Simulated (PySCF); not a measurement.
SnH2Me(NHiPr), C4H13NSn.
Bonds: Sn1–C4, Sn1–N8, N8–C9, C9–C10, C9–C11. Hydrogens: H2, H3 on Sn1; H5, H6, H7 on C4; H12 on N8; H13 on C9; H14, H15, H16 on C10; H17, H18, H19 on C11.

The calculation used PBE0-D3(BJ)/def2-SVP geometry optimisation, gas phase, def2 core potentials past Kr in PySCF 2.14.0.

(1) What internal coordinates does the optimisation give?

## Answers

(1) 
```
                    bond  length (pm)
                  Sn1–H2        172.8
                  Sn1–H3        171.6
                  Sn1–C4        214.6
                  Sn1–N8        205.0
     C4–H5, C4–H6, C4–H7        109.9
                   N8–C9        145.3
                  N8–H12        101.8
          C9–C10, C9–C11        152.5
                  C9–H13        110.9
C10–H14 and 5 like bonds        110.2
```

Bonds in one row agree within 1 pm and their mean is given. A selection of angles:
```
      angle  degrees
  H2–Sn1–H3    109.0
  H2–Sn1–C4    110.6
  H2–Sn1–N8    113.7
  H3–Sn1–N8    107.9
  C4–Sn1–N8    103.9
  Sn1–C4–H5    110.3
   H5–C4–H6    108.7
  Sn1–N8–C9    123.9
 Sn1–N8–H12    111.0
  C9–N8–H12    111.0
  N8–C9–C10    113.6
  N8–C9–C11    110.3
  N8–C9–H13    107.2
 C10–C9–C11    111.2
 C10–C9–H13    107.4
 C9–C10–H14    110.6
H14–C10–H15    108.0
H18–C11–H19    108.6
```

Torsions: C4–Sn1–N8–C9 -166° (antiperiplanar); Sn1–N8–C9–C10 78° (synclinal). The mirror-image conformer, all signs reversed, is as good.

N8 (nitrogen bonded to C, Sn and H) is pyramidal (angles 123.9°, 111.0° and 111.0°, sum 345.9°, 0.31 Å off the plane of its three neighbours). Sn1 (tin bonded to C, N and 2 H) is distorted tetrahedral (angles from 103.9° to 113.7°).

Point group: C1 (no symmetry element, even within 0.4 Å). PBE0-D3(BJ)/def2-SVP frequencies: not computed here. The numbers are those of one conformer.
